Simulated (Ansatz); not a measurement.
FGa2H3Si: where a starting geometry ends

The starting geometry of this gas-phase singlet was optimised with GFN2-xTB.

```xyz
7

F    -1.3694   -1.4388    0.6952
Ga   -0.8388    0.4682   -0.6419
Ga   -2.8206   -1.4526    2.0160
Si   -2.6628    1.2912    0.8575
H     0.4483   -0.3662   -1.5612
H    -2.4725    2.7183    0.3755
H    -1.6266    1.4494    1.9936
```

**Question.** Predict what becomes of its bonds when it is optimised with PBE0-D3(BJ)/def2-SVP.

**Answer.** A new bond forms, giving a structure with F1 bridging Ga2 and Ga3, given below by its coordinates. Distances that change by over a tenth: Ga2–H5 (1.79 → 1.57 Å). Contacts that close: F1–Ga2 (2.39 → 1.91 Å).

The energy falls by 0.94 eV over 12 steps:

| step | E − E(last) (eV) |
| --- | --- |
| 1 | 0.944 |
| 2 | 0.377 |
| 3 | 0.144 |
| 5 | 0.056 |
| 6 | 0.015 |
| 7 | 0.005 |
| 8 | 0.001 |
| 10 | 0.000 |
| 11 | 0.000 |
| 12 | 0.000 |

Final geometry (Å):

```xyz
7

F    -1.0837   -1.4103    0.6905
Ga   -0.7706    0.1502   -0.3686
Ga   -2.9875   -1.2596    1.6198
Si   -2.3827    1.3036    0.9060
H     0.1212   -0.3437   -1.5671
H    -2.7475    2.6530    0.3519
H    -1.4917    1.5764    2.1023
```

Frequencies at the end are all real (lowest 94 cm⁻¹). Run with Ansatz 0.2.0, 62 s on 2 threads of AMD EPYC 7R43 64-Core Processor (Zen 3), with other jobs on the host.
